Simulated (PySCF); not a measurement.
# One molecule, several mistakes: BH6NSi2

Calculated results; nothing here was measured. They come from PySCF 2.14.0, an open-source quantum chemistry program, on an isolated molecule that a program drew, which may never have been made. The molecule is BH6NSi2 (charge 0, singlet), drawn as the SMILES string `N[Si]B[SiH3]`.

Each row is a Hartree-Fock (HF) and frozen-core CCSD(T) single point in the cc-pV(D+d)Z basis, meant for a local HF minimum. Run 1 is clean. Each other run has one planted mistake out of seven kinds, and not every kind appears here: one electron removed, one electron added, multiplicity raised by two, geometry at a saddle point, minimal basis STO-3G, one bond length entered in bohr, all coordinates scaled. The reference is restricted for singlets and unrestricted otherwise, and also for a bond in bohr. Adding or removing an electron swaps singlet and doublet. Electrons count all cores. HOMO and LUMO are orbital energies over both spins, the gradient is its largest component, and the lowest frequency (negative if imaginary) is given only where the gradient is small. Bond lengths are over the 9 bonds as drawn. T1 is the CCSD diagnostic: over 0.02 (restricted) or 0.045 (unrestricted) a single reference is doubtful.

Geometry of the clean run:
```xyz
10
BH6NSi2, angstrom
N    -0.9372   -0.8954   -2.1530
Si    0.0803   -2.0301   -1.3842
B     1.4774   -0.8173   -0.5155
Si    1.3481   -0.0121    1.3584
H    -0.8501    0.1026   -2.1719
H    -1.7378   -1.1976   -2.6757
H     2.5184   -0.6203   -1.0921
H     0.1776   -0.4944    2.1354
H     1.2007    1.4604    1.1924
H     2.5669   -0.2685    2.1677
```

| run | electrons | basis functions | <S^2> | HOMO (eV) | LUMO (eV) | gradient (hartree/bohr) | lowest frequency (cm^-1) | mean bond (Å) | longest bond (Å) | T1 | HF (hartree) | CCSD(T) (hartree) | mistake |
|---|---|---|---|---|---|---|---|---|---|---|---|---|---|
| 1 | 46 | 104 | 0.000 | -8.01 | 1.10 | 8.0e-06 | 52 | 1.4961 | 2.044 | 0.0195 | -660.45058 | -660.96654 | no fault |
| 2 | 46 | 104 | 0.872 | -8.50 | 0.87 | 2.2e-02 | - | 1.5952 | 2.044 | 0.0516 | -660.31694 | -660.83346 | one bond length entered in bohr |
| 3 | 46 | 104 | 0.000 | -8.09 | 1.07 | 2.3e-02 | - | 1.5350 | 2.097 | 0.0196 | -660.44509 | -660.96405 | all coordinates scaled |
| 4 | 46 | 104 | 2.042 | -6.90 | -0.12 | 3.4e-02 | - | 1.4961 | 2.044 | 0.0214 | -660.40164 | -660.90816 | ? |
| 5 | 45 | 104 | 0.789 | -15.77 | -5.82 | 4.1e-02 | - | 1.4961 | 2.044 | 0.0227 | -660.19786 | -660.68428 | ? |

**Which mistake was planted in run 4, and what did it cost?**

Electrons, basis and geometry are unchanged, and <S^2> is 2.042, beside S(S+1) = 2.00 for a multiplicity of 3. So the mistake is: multiplicity raised by two. Subtracting run 1 and multiplying by 627.51 kcal/mol a hartree, the energy moved by 30.7 kcal/mol in HF and 36.6 kcal/mol in CCSD(T).

**Which mistake was planted in run 5, and what did it cost?**

It counts 45 electrons, one fewer than the clean run, at the same geometry and basis. So the mistake is: one electron removed. Subtracting run 1 and multiplying by 627.51 kcal/mol a hartree, the energy moved by 158.6 kcal/mol in HF and 177.1 kcal/mol in CCSD(T).

Cautions from the logs. Run 2: T1 is over the limit, so its CCSD(T) energy is less reliable.
